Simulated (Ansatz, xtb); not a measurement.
**Two isomers of C4H3FOS**

Structure X: `Oc1ccc(F)s1`, a singlet. Structure Y: `O=C1C=CS[C@@H]1F`, a singlet. Both are isolated molecules in the gas phase, relaxed with B3LYP/def2-SVP; the shapes shown needn't be the lowest conformers.

X (Å):

```xyz
10

C    -1.9032    1.3738    0.1770
C    -1.2136    0.3497    0.7617
C    -0.0180   -0.0072    0.0496
C     0.1605    0.7627   -1.0573
F     1.1377    0.6755   -1.9538
O    -3.0109    1.9831    0.6601
S    -1.0865    1.9707   -1.2775
H    -3.6806    2.0658   -0.0336
H    -1.5579   -0.1341    1.6759
H     0.6654   -0.8075    0.3333
```

Y (Å):

| atom | x (Å) | y (Å) | z (Å) |
| --- | --- | --- | --- |
| C | -1.6838 | 0.2185 | 0.4047 |
| C | -1.9786 | 0.9002 | -0.8576 |
| C | -0.9606 | 1.6688 | -1.3033 |
| C | -0.2532 | 0.5890 | 0.9154 |
| F | 0.4875 | -0.5427 | 1.0804 |
| O | -2.3802 | -0.5491 | 1.0261 |
| S | 0.4970 | 1.7304 | -0.3249 |
| H | -2.9293 | 0.7638 | -1.3732 |
| H | -0.9729 | 2.2654 | -2.2187 |
| H | -0.3205 | 1.1134 | 1.8829 |

Quicker runs give these differences E(Y) − E(X): GFN2-xTB +8.2 kcal/mol; HF/STO-3G −0.4 kcal/mol (at GFN2-xTB geometries); r2SCAN-D4/def2-SVP −2.5 kcal/mol (at GFN2-xTB geometries).

Q: Estimate which is lower in electronic energy at CCSD(T)/def2-SVP + ΔMP2/def2-TZVPP, and by roughly how much.

A: The CCSD(T)/def2-SVP + ΔMP2/def2-TZVPP calculation puts structure Y lower, by 3.1 kcal/mol.

How the difference moves with the method:

```json
{"level": "GFN2-xTB", "geometry": "GFN2-xTB", "E(Y) − E(X) (kcal/mol)": "+8.2", "departure from the last row (kcal/mol)": "+11.2", "job, with rough time for the two": "optimisation, 0.12 s"}
{"level": "HF/STO-3G", "geometry": "GFN2-xTB", "E(Y) − E(X) (kcal/mol)": "−0.4", "departure from the last row (kcal/mol)": "+2.7", "job, with rough time for the two": "single point, 0.5 s"}
{"level": "r2SCAN-D4/def2-SVP", "geometry": "GFN2-xTB", "E(Y) − E(X) (kcal/mol)": "−2.5", "departure from the last row (kcal/mol)": "+0.6", "job, with rough time for the two": "single point, 5.3 s"}
{"level": "B3LYP/def2-SVP", "geometry": "B3LYP/def2-SVP", "E(Y) − E(X) (kcal/mol)": "−3.6", "departure from the last row (kcal/mol)": "−0.5", "job, with rough time for the two": "optimisation, 89 s"}
{"level": "HF/def2-SVP", "geometry": "B3LYP/def2-SVP", "E(Y) − E(X) (kcal/mol)": "−7.7", "departure from the last row (kcal/mol)": "−4.6", "job, with rough time for the two": "part of the CCSD(T) run"}
{"level": "MP2/def2-SVP", "geometry": "B3LYP/def2-SVP", "E(Y) − E(X) (kcal/mol)": "−1.3", "departure from the last row (kcal/mol)": "+1.8", "job, with rough time for the two": "part of the CCSD(T) run"}
{"level": "CCSD(T)/def2-SVP", "geometry": "B3LYP/def2-SVP", "E(Y) − E(X) (kcal/mol)": "−4.7", "departure from the last row (kcal/mol)": "−1.6", "job, with rough time for the two": "single point"}
{"level": "CCSD(T)/def2-SVP + ΔMP2/def2-TZVPP", "geometry": "B3LYP/def2-SVP", "E(Y) − E(X) (kcal/mol)": "−3.1", "departure from the last row (kcal/mol)": "", "job, with rough time for the two": "single point, 62 s"}
```

As drawn, Y has 1 C=O, 2 C–C, 1 C=C, 2 C–S, 1 C–H in place of 1 C–O, 3 C∷C, 2 C∷S, 1 O–H (∷ is an aromatic bond). Structure X has a 5-membered ring (with an aromatic ring), Y a 5-membered ring.

GFN2-xTB puts the two in the other order. HF/STO-3G finds them nearly level. The largest departure from CCSD(T)/def2-SVP + ΔMP2/def2-TZVPP is that of GFN2-xTB, 11.2 kcal/mol. The last row adds to CCSD(T) the change of the MP2 difference between the two basis sets, here +1.6 kcal/mol.

With thermal terms from frequencies at re-optimised GFN2-xTB minima (ideal gas, soft modes damped towards free rotors, one conformer each, 298.15 K, 1 atm): on the last row, ΔE + ΔZPE = −3.1, ΔH = −3.2, ΔG = −3.3 kcal/mol.

The correlated steps freeze 11 core orbitals. Mirror images aren't counted in ΔG. Codes used: Ansatz 0.2.0, xtb 6.7.1; the last row on 2 threads of Arm Neoverse V1 on a shared host.
